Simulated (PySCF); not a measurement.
BF₂HO (calculated)

Computed with PySCF 2.14.0. Calculation on a computer-drawn molecule: vertical ionisation energy to the stated ion spin, frozen-core CCSD(T) at the basis limit and cheaper methods, single-reference cases, UHF for radicals, no spin-orbit; all values are single points at the evaluated structure, the first of each entry, which is the reference or a displaced copy of it and isn't optimised; the reference structure only sets the zero of the energies above reference; triples share is (T) over the correlation energy.

BF₂HO

Evaluated structure:
```xyz
5
BF2HO
O      0.6173    -1.5789     0.8235
B      0.8475    -0.4473     1.5507
F      1.6101     0.4414     1.2305
F      0.0490    -0.3651     2.6877
H      1.2138    -1.6663     0.1070
```

Reference structure:
```xyz
5
BF2HO
O      0.6313    -1.5899     0.8015
B      0.7782    -0.5084     1.5678
F      1.6653     0.4358     1.2868
F      0.0311    -0.3530     2.6401
H      1.2128    -1.6102     0.0556
```

```
charge                 : 0
multiplicity           : 1
ion multiplicity       : 2
diffuse functions      : no
basis                  : cc-pVnZ
reference is           : the Hartree-Fock double-zeta minimum
best is                : HF at quadruple zeta + MP2 correlation extrapolated from triple and quadruple zeta + CCSD(T) minus MP2 at triple zeta
basis step is          : the size of the change from the same recipe one zeta lower
ionisation energy best : ?
```

Drawn bonds:
| atom | other atom | order |
| --- | --- | --- |
| 1 | 2 | 1 |
| 2 | 3 | 1 |
| 2 | 4 | 1 |
| 1 | 5 | 1 |

Question: Estimate the ionisation energy best of BF₂HO.
Answer: 13.89 eV

Further results for BF₂HO:

```
ionisation energy basis step                   : 0.07677 eV
energy above reference best                    : 10.13 kcal/mol
energy above reference basis step              : 0.3493 kcal/mol
ionisation energy Koopmans at triple zeta      : 15.07 eV
ionisation energy EOM CCSD at triple zeta      : 13.68 eV
total energy HF triple zeta                    : -299.3038 hartree
total energy CCSD(T) triple zeta               : -300.1636 hartree
total energy best                              : -300.3147 hartree
T1 diagnostic at triple zeta                   : 0.01153
D1 diagnostic at triple zeta                   : 0.04181
ion T1 diagnostic at triple zeta               : 0.02459
ion D1 diagnostic at triple zeta               : 0.1508
ion spin squared at triple zeta                : 0.7563
triples share at triple zeta                   : 0.02987
basis functions triple zeta                    : 134
dipole magnitude HF at triple zeta             : 2.674 debye
dipole magnitude CCSD unrelaxed at triple zeta : 2.513 debye
dipole magnitude PBE at triple zeta            : 2.439 debye
dipole magnitude r2SCAN at triple zeta         : 2.497 debye
dipole magnitude B3LYP at triple zeta          : 2.515 debye
dipole magnitude wB97X at triple zeta          : 2.54 debye
```

Triple zeta:
| method | ionisation energy (eV) | energy above reference (kcal/mol) |
| --- | --- | --- |
| HF | 12.3 | 10.16 |
| PBE | 13.03 | 10.59 |
| r2SCAN | 13.21 | 10.41 |
| B3LYP | 13.46 | 10.45 |
| wB97X | 13.58 | 10.51 |
| MP2 | 13.92 | 10.52 |
| CCSD | 13.61 | 10.46 |
| CCSD(T) | 13.65 | 10.49 |
